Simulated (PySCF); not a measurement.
[CrF4]2- holds Cr(II), d4, at total charge -2. The structure is a model geometry with rigid ligands and bond lengths from ionic radii, not a minimum; coordination tetrahedral, point group Td, metal–donor distances 1.98 Å.

Method (PySCF 2.14, density fitting): CASSCF(4,5) with orbitals averaged over all microstates of the shell, strongly contracted NEVPT2 on the averaged canonical orbitals; basis x2c-TZVPall on the metal, x2c-SVPall elsewhere; spin-free X2C; IEF-PCM water; spin-orbit coupling by state interaction with the mean-field operator over all roots.

CASSCF energies above the lowest CASSCF root:

```json
{"state": "5T2", "CASSCF / cm⁻¹": "0"}
{"state": "5E", "CASSCF / cm⁻¹": "4318"}
{"state": "3T1", "CASSCF / cm⁻¹": "16210"}
{"state": "3T2", "CASSCF / cm⁻¹": "18025"}
{"state": "3T1", "CASSCF / cm⁻¹": "19735"}
{"state": "3E", "CASSCF / cm⁻¹": "21234"}
{"state": "1A1", "CASSCF / cm⁻¹": "21559"}
{"state": "3T2", "CASSCF / cm⁻¹": "21958"}
{"state": "3T1", "CASSCF / cm⁻¹": "22452"}
{"state": "3T1", "CASSCF / cm⁻¹": "24627"}
{"state": "1T1", "CASSCF / cm⁻¹": "24684"}
{"state": "3T2", "CASSCF / cm⁻¹": "24772"}
{"state": "3A2", "CASSCF / cm⁻¹": "25223"}
{"state": "3E", "CASSCF / cm⁻¹": "25658"}
{"state": "1T2", "CASSCF / cm⁻¹": "27619"}
{"state": "3A1", "CASSCF / cm⁻¹": "28276"}
{"state": "3T1", "CASSCF / cm⁻¹": "28831"}
{"state": "1E", "CASSCF / cm⁻¹": "29047"}
{"state": "1A1", "CASSCF / cm⁻¹": "29890"}
{"state": "3T2", "CASSCF / cm⁻¹": "31100"}
{"state": "1T2", "CASSCF / cm⁻¹": "31127"}
{"state": "1T1", "CASSCF / cm⁻¹": "31611"}
```

**Question.** How does dynamic correlation (SC-NEVPT2) move these states?

**Answer.** 
```csv
state,NEVPT2 / cm⁻¹,shift / cm⁻¹
5T2,0,0
5E,4726,+408
3T1,14317,-1893
3T2,16574,-1451
3T1,18236,-1499
3E,20021,-1213
1A1,18119,-3440
3T2,19571,-2387
3T1,20242,-2210
3T1,23005,-1622
1T1,22077,-2607
3T2,22545,-2228
3A2,22927,-2297
3E,23633,-2025
1T2,25911,-1708
3A1,26016,-2260
3T1,27002,-1829
1E,26073,-2974
1A1,26838,-3052
3T2,26752,-4348
1T2,29174,-1953
1T1,28737,-2874
```

The ground state is orbitally degenerate in this regular structure, which would distort (Jahn–Teller). Gaps between spin states lean to high spin in this active space.
